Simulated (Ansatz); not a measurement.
Input file for Ansatz (a first-principles code): R-CCSD(T)/aug-cc-pVDZ on C2H6FN (a complex).

Ansatz 0.2 input:
```yaml
crystal:
  periodic: [false, false, false]
  atoms:
    - {symbol: N, position_ang: [-0.02761160, -0.09532381, 0.64327986]}
    - {symbol: H, position_ang: [0.65504430, 0.24667522, 1.31115156]}
    - {symbol: H, position_ang: [0.41783056, -0.82509455, 0.09884847]}
    - {symbol: H, position_ang: [-0.24275256, 0.66623092, 0.00995532]}
    - {symbol: C, position_ang: [-1.00655886, -0.35791689, 3.90895199]}
    - {symbol: C, position_ang: [0.09519202, 0.15890874, 4.41064958]}
    - {symbol: F, position_ang: [1.11778018, 0.57550235, 3.62103330]}
    - {symbol: H, position_ang: [-1.14257238, -0.47241460, 2.84044055]}
    - {symbol: H, position_ang: [-1.78722517, -0.67218747, 4.58660706]}
    - {symbol: H, position_ang: [0.32289834, 0.31308457, 5.45686366]}
basis:
  gaussian:
    orbitals: aug-cc-pVDZ
magnetization: {spin_polarized: false}
correlation: {method: ccsd_t, electrons: outside_noble_gas}
scf: {lower_state_search: off}
```

The log:

```
WARN ansatz: RAYON_NUM_THREADS=2 ignored (pool sized by the plan → 2); use --threads N
Functional definition: HF
these checks for a lower state are left out or cut short: stability, starts, cluster_reference, orbital_swaps, neighbouring_geometries, increment
integrals: 0.39 GiB planned
1417 factors; integrals over basis functions are off by at most 7.1e-4 eV
mean field: 0.48 GiB planned
mean field evaluation 1: about -6339.4528 eV, gradient 4.1e1 eV
mean field evaluation 2: about -6339.4912 eV, gradient 4.1e1 eV
mean field evaluation 4: about -6343.3481 eV, gradient 3.3e0 eV
mean field evaluation 8: about -6343.3944 eV, gradient 2.6e-1 eV
mean field -6343.39498346 eV, -233.1154659348 hartree, gradient 2.9e-6 eV, S^2 0.000000; 0 other end points of the search recorded, 0 dependent functions left out
4 core orbitals not correlated
reference -6343.39498346 eV, -233.1154659348 hartree; 13, 13 occupied and 129, 129 virtual orbitals, 1417 factors
second order -18.55699852 eV of doubles, -0.00000000 eV of singles
coupled cluster: 1.17 GiB planned
cycle   1  -19.06749781 eV  change   -5.1e-1 eV  update   9.7e-2
cycle   2  -19.51174435 eV  change   -4.4e-1 eV  update   3.0e-2
cycle   3  -19.64107696 eV  change   -1.3e-1 eV  update   1.6e-2
cycle   4  -19.64046685 eV  change    6.1e-4 eV  update   4.0e-3
cycle   5  -19.63860577 eV  change    1.9e-3 eV  update   1.6e-3
cycle   6  -19.63921640 eV  change   -6.1e-4 eV  update   4.1e-4
cycle   7  -19.63913465 eV  change    8.2e-5 eV  update   1.3e-4
cycle   8  -19.63908194 eV  change    5.3e-5 eV  update   4.7e-5
cycle   9  -19.63907824 eV  change    3.7e-6 eV  update   2.0e-5
perturbative correction -0.60817355 eV, -0.0223499659 hartree
Total energy: -6363.64223526 eV, -233.8595387142 hartree
Checks for a lower state left out: stability, starts, cluster_reference, orbital_swaps, neighbouring_geometries, increment
```

The run converged.

Cost: very roughly 20 core-seconds.
